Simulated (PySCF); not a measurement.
## Optical rotation: `InChI=1S/C10H17N/c1-11(2)10-8-6-4-3-5-7-9-10/h3-4,9H,5-8H2,1-2H3/b4-3-,10-9+`

Geometry:
```tsv
atom	x (Å)	y (Å)	z (Å)
C1	-2.536	-1.053	-0.123
N2	-1.905	0.182	-0.519
C3	-2.693	1.344	-0.220
C4	-0.510	0.287	-0.427
C5	0.093	1.410	0.026
C6	1.552	1.774	0.075
C7	2.610	0.665	0.196
C8	2.353	-0.308	1.310
C9	1.553	-1.380	1.279
C10	0.718	-1.906	0.147
C11	0.259	-0.914	-0.930
H12	-2.014	-1.922	-0.544
H13	-3.568	-1.079	-0.504
H14	-2.578	-1.186	0.980
H15	-2.327	2.209	-0.793
H16	-3.738	1.157	-0.509
H17	-2.684	1.623	0.856
H18	-0.554	2.207	0.397
H19	1.813	2.397	-0.804
H20	1.679	2.449	0.939
H21	3.580	1.156	0.370
H22	2.726	0.135	-0.760
H23	2.860	-0.097	2.259
H24	1.494	-1.975	2.197
H25	1.265	-2.732	-0.348
H26	-0.169	-2.388	0.591
H27	-0.367	-1.451	-1.660
H28	1.120	-0.562	-1.508
```

Method used: PySCF, TDDFT CAM-B3LYP/def2-SVP circular dichroism and optical rotation, one conformer, gas phase. Geometry: PBE0-D3(BJ)/def2-SVP.

States above about 6.5 eV (minus the energy of the highest occupied orbital) lie near or above the ionisation threshold and depend on the basis. No stereocentre is labelled: unless the shape is locked (an allene, a helicene, a hindered biaryl), the mirror image is equally populated and a measured rotation or CD is zero.

(1) What is the specific rotation at 633, 589.3, 546, 436, 405, 365, 355 nm?

(2) And for the mirror image at 589.3 nm?

(3) What is the molar rotation [Φ] = [α]·M/100 of the geometry above at 589.3 nm?

Results:

(1) [α] in deg dm⁻¹ (g/mL)⁻¹:
| λ (nm) | origin-invariant length gauge | modified velocity gauge | length gauge (centre of mass) | isotropic polarisability (au) |
| --- | --- | --- | --- | --- |
| 633 | -254.1 | -289.9 | -254.0 | 115.1 |
| 589.3 | -300.1 | -341.9 | -299.9 | 115.5 |
| 546 | -359.9 | -409.4 | -359.7 | 116.1 |
| 436 | -639.1 | -722.3 | -638.7 | 118.6 |
| 405 | -785.1 | -884.8 | -784.6 | 119.8 |
| 365 | -1072.9 | -1203.2 | -1072.2 | 121.9 |
| 355 | -1172.7 | -1313.2 | -1171.9 | 122.6 |

(2) +300.1 deg dm⁻¹ (g/mL)⁻¹ (origin-invariant length gauge): the same size and the opposite sign.

(3) With M = 151.25 g/mol, -453.8 deg cm² dmol⁻¹ (origin-invariant length gauge).

The first excitation lies at 5.85 eV (212 nm) with R = -17.2 × 10⁻⁴⁰ esu² cm² (velocity form).
